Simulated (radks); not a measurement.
Problem. Isoelectronic series with 20 electrons, each ion in its NIST ground configuration. Method: Dirac Kohn-Sham, PBE, spin-unpolarised, spherical densities, finite nucleus; open shells fill j = l - 1/2 first; Fermi nuclear charge, rms radius of each element as measured or else 0.836 A^(1/3) + 0.57 fm; computed with a radial shooting solver on a logarithmic mesh with Libxc functionals. Total energies (hartree) and orbital eigenvalues (hartree) (* marks an orbital that is empty in some or all of the ions):

ion,configuration,E (hartree),4s1/2*,3p3/2
Ca,[Ar] 4s2,-680.32856,-0.13841,-1.02446
Fe6+,[Ar] 3d2,-1262.02381,-2.65651,-6.07268
Cu9+,[Ar] 3d2,-1624.85283,-4.90808,-10.37977
Ge12+,[Ar] 3d2,-2036.03514,-7.75738,-15.71905
Br15+,[Ar] 3d2,-2496.09236,-11.20094,-22.08147
Sr18+,[Ar] 3d2,-3005.63924,-15.24033,-29.46450
Nb21+,[Ar] 3d2,-3565.37930,-19.87982,-37.86862

Estimate the row of V3+ ([Ar] 3d2).

Solution. E (hartree) -947.14667; 4s1/2* -1.01986; 3p3/2 -2.82883.
